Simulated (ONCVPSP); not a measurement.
## Ge, ONCV: configuration errors across variants

ONCVPSP 4.0.1 input, shortened (lines: element, Z, core and valence counts, functional; n l f; lmax; l rc ep ncon nbas qcut; lloc lpopt rc5 dvloc0; l nproj debl; icmod fcfact rcfact), PBEsol, fully relativistic:

```
  Ge 32.00    3    5  -116133      upf
    1    0    2.00
    2    0    2.00
    2    1    6.00
    3    0    2.00
    3    1    6.00
    3    2   10.00
    4    0    2.00
    4    1    2.00
    2
    0    1.20    0.00    3    7    8.10
    1    1.00    0.00    5    8   11.90
    2    1.25    0.00    4    9   13.20
    4    5    0.85    4.00
    0    2    1.30
    1    3    1.00
    2    2    2.50
    3    2.75    1.05
```

Open shells are filled in proportion to 2j + 1.

All-electron excitation energies from the reference (eV): (1) 3s2 3p6 3d10 4s2 4p1 7.455; (2) 3s2 3p6 3d10 4s2 4p0 22.908; (3) 3s2 3p6 3d10 4s1 4p0 57.697; (4) 3s2 3p6 3d10 4s2 4p1.5 2.806.

1 further variants failed, have other tests or another functional or relativity, and are left out.

Errors AE − PS in meV (a dash: test not solved or not reliable):

```
           change   (1)   (2)   (3)   (4)  bound ghosts  GHOST(+) flags above zero
             base  +0.7  +2.0  +2.0  +0.3          none                       none
        s: rc 1.3  +0.7  +2.0  +1.8  +0.3          none                       none
      d: qcut 8.6  +0.7  +1.8  -1.4  +0.3          none                       none
d: ncon 3, nbas 8  +0.7  +2.0  +1.9  +0.3          none                       none
        d: nbas 8  +0.7  +2.0  +2.1  +0.3          none                       none
```

(1) Give the same row for: core correction Teter function, fcfact 2.75, rcfact 1.34.

## Answers

(1) +0.7, +2.0, +1.9, +0.3; bound ghosts: none; GHOST(+) flags above zero: none.
